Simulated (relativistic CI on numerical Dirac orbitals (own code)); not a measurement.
# Pd²⁺ (4d8) in a crystal field

Calculated by Dirac-Coulomb-Breit CI, orbitals from a KLI potential per configuration, a model potential for QED, valence Slater integrals scaled by 0.7, one configuration in a parametric crystal field (own radial code).

Field parameters in Wybourne normalisation: D3d B²₀ = −7Dσ, B⁴₀ = −14Dq − 21Dτ, B⁴₃ = −14√(10/7) Dq. The field is a parameter set, without covalency.

S and J are read from ⟨S²⟩ = S(S + 1) and ⟨J²⟩ = J(J + 1) of each level; they are not fictitious spins.

D3d, 10Dq = 14550, Dσ = -1200, Dτ = -300 cm⁻¹, the lowest 10 levels:

```
E (cm⁻¹)  Degeneracy  Irrep     S     J
     0.0           1     A1  1.00  3.51
    33.9           2      E  1.00  3.47
    9453           2      E  0.43  2.97
   11823           2      E  1.00  3.30
   11868           1     A2  1.00  3.34
   12081           1     A1  0.99  2.97
   12324           2      E  0.82  3.36
   15531           2      E  0.98  3.33
   15725           1     A2  1.00  3.25
   17230           1     A1  0.50  3.50
```

D3d, 10Dq = 14550, Dσ = 1200, Dτ = -300 cm⁻¹, the lowest 10 levels:

| E (cm⁻¹) | Degeneracy | Irrep | S | J |
| --- | --- | --- | --- | --- |
| 0.0 | 2 | E | 1.00 | 3.46 |
| 8.9 | 1 | A1 | 1.00 | 3.43 |
| 9636 | 2 | E | 0.25 | 2.94 |
| 13091 | 1 | A2 | 1.00 | 3.63 |
| 13603 | 2 | E | 0.94 | 3.53 |
| 13683 | 2 | E | 0.98 | 3.63 |
| 14423 | 2 | E | 0.99 | 3.11 |
| 14431 | 1 | A1 | 0.99 | 3.15 |
| 14914 | 1 | A2 | 1.00 | 3.02 |
| 16722 | 1 | A1 | 0.50 | 3.33 |

D3d, 10Dq = 14550, Dσ = 980, Dτ = -300 cm⁻¹, the lowest 16 levels:

| E (cm⁻¹) | Degeneracy | Irrep | S | J |
| --- | --- | --- | --- | --- |
| 0.0 | 2 | E | 1.00 | 3.46 |
| 8.6 | 1 | A1 | 1.00 | 3.44 |
| 9661 | 2 | E | 0.26 | 2.93 |
| 13075 | 1 | A2 | 1.00 | 3.65 |
| 13541 | 2 | E | 1.00 | 3.54 |
| 13574 | 2 | E | 0.92 | 3.66 |
| 14226 | 1 | A1 | 0.99 | 3.15 |
| 14339 | 2 | E | 0.99 | 3.06 |
| 14797 | 1 | A2 | 1.00 | 3.01 |
| 16758 | 1 | A1 | 0.53 | 3.34 |
| 19206 | 1 | A2 | 0.99 | 2.85 |
| 19650 | 2 | E | 0.99 | 2.68 |
| 19896 | 1 | A1 | 0.77 | 3.05 |
| 20247 | 2 | E | 0.97 | 2.33 |
| 22097 | 2 | E | 0.97 | 2.24 |
| 22291 | 1 | A1 | 0.93 | 2.54 |

The free-ion ground term has S = 1. Every field shown keeps that spin.

Levels of this model without a field, named by their leading LS term (the scale mimics covalency, so terms lie below those of the real free ion): ³F4 0, ³F3 3060, ³F2 4381, ³P2 9650, ³P1 13015, ³P0 13152, ¹D2 13666, ¹G4 15668 cm⁻¹.
